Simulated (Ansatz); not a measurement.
Cd2SF2, relaxed as a singlet with RKS PBE0-D4/def2-SVP in Ansatz, starting from the GFN1-xTB geometry. Force threshold 0.02 eV/Å.

In the def2 sets Cd takes a core potential; there is no spin–orbit coupling. The structure comes from a short search, and lower isomers may exist.

Start:

Cartesian coordinates in Å:
```
Cd 1.300 -0.137 0.982
Cd -0.997 0.038 -1.067
S 0.746 -1.452 -0.828
F -2.783 0.504 -1.483
F 1.733 1.047 2.395
```

Question: Estimate the energy that the relaxation releases and the steps that it takes.

Answer: 7.0 kcal/mol, in 6 steps; 15 s on 4 threads of Arm Neoverse V1 on a shared host. No frequencies were taken in this run, so the end may be a saddle point.

Question: Does the start keep its bonding?

Answer: By distances, no bond broke or formed. The bond that changes most is Cd2–F4, from 1.89 to 1.93 Å (atoms count from 1). The end is the same structure that another start reached, the lowest one found.

Question: Predict the relaxed structure.

Answer: 
```
atom   x (Å)   y (Å)   z (Å)
 Cd1   1.395  -0.047   1.048
 Cd2  -1.221  -0.251  -1.222
  S3   0.783  -1.337  -0.782
  F4  -2.894   0.630  -1.618
  F5   1.937   1.006   2.574
```
Bond lengths (bridged metal pairs left out): 2 × Cd–S 2.32 Å; 2 × Cd–F 1.93 Å.
